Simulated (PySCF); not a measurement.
C2H10NPSi2.
SMILES with atom numbers: `[PH2:1][Si@@H:2]1[CH2:3][CH2:4][SiH2:5][NH:6]1` (hydrogens: H7, H8 on P1; H9 on Si2; H10, H11 on C3; H12, H13 on C4; H14, H15 on Si5; H16 on N6)

The geometry is computed with GFN2-xTB (gas phase).

(1) List the bond lengths, angles and torsions at this level.

Answers

(1) 
```csv
bond,length (pm),order
P1–Si2,224.6,single
Si2–C3,190.5,single
C3–C4,153.0,single
C4–Si5,190.1,single
Si5–N6,173.3,single
Si2–N6,173.1,single
"P1–H7, P1–H8",138.2,single
Si2–H9,147.6,single
C3–H10,109.0,single
C3–H11,109.2,single
C4–H12,109.1,single
C4–H13,109.0,single
Si5–H14,146.5,single
Si5–H15,146.7,single
N6–H16,100.5,single
```

Bonds in one row agree within 1 pm and their mean is given. Orders are formal, as drawn. A selection of angles:
```csv
angle,degrees
Si2–P1–H7,95.6
Si2–P1–H8,94.1
H7–P1–H8,92.1
P1–Si2–C3,117.5
P1–Si2–N6,109.1
P1–Si2–H9,110.2
C3–Si2–N6,96.6
C3–Si2–H9,111.6
N6–Si2–H9,111.0
Si2–C3–C4,107.4
Si2–C3–H10,113.4
Si2–C3–H11,109.3
C4–C3–H10,110.8
C4–C3–H11,109.2
H10–C3–H11,106.8
C3–C4–Si5,109.2
C3–C4–H12,108.8
C3–C4–H13,110.5
Si5–C4–H12,108.8
Si5–C4–H13,113.0
H12–C4–H13,106.5
C4–Si5–N6,96.7
C4–Si5–H14,112.9
C4–Si5–H15,113.6
N6–Si5–H14,110.5
N6–Si5–H15,110.9
H14–Si5–H15,111.5
Si5–N6–H16,121.0
Si2–N6–Si5,117.5
Si2–N6–H16,121.4
```

Torsions: P1–Si2–C3–C4 -147° (anticlinal); Si2–C3–C4–Si5 37° (synclinal); C3–C4–Si5–N6 -26° (synperiplanar); C4–Si5–N6–Si2 4° (synperiplanar); P1–Si2–N6–Si5 137° (anticlinal).

The 5-membered ring Si2–C3–C4–Si5–N6 has internal angles of 96.6° to 117.5° (sum 527°, against 540° for a flat polygon); it is puckered, 0.17 Å rms from its mean plane, widest ring torsion 37°. P1 (three-coordinate phosphorus) is pyramidal (angles 95.6°, 94.1° and 92.1°, sum 281.8°, 0.84 Å off the plane of its three neighbours). Si5 (SiH2 silicon) has angles from 96.7° to 113.6°. N6 (nitrogen bridging silicon atoms) is planar (angles 121.4°, 121.0° and 117.5°, sum 360.0°, 0.01 Å off the plane of its three neighbours). Si2 (SiH silicon) has angles from 96.6° to 117.5°.

Point group: C1 (no symmetry element, even within 0.4 Å). GFN2-xTB frequencies: not computed here. One conformer, not necessarily the lowest (H–P1–Si2–C3 -9° and -102°, P1–Si2–C3–C4 -147°, Si2–C3–C4–Si5 37°, C3–C4–Si5–N6 -26°, C4–Si5–N6–Si2 4°).
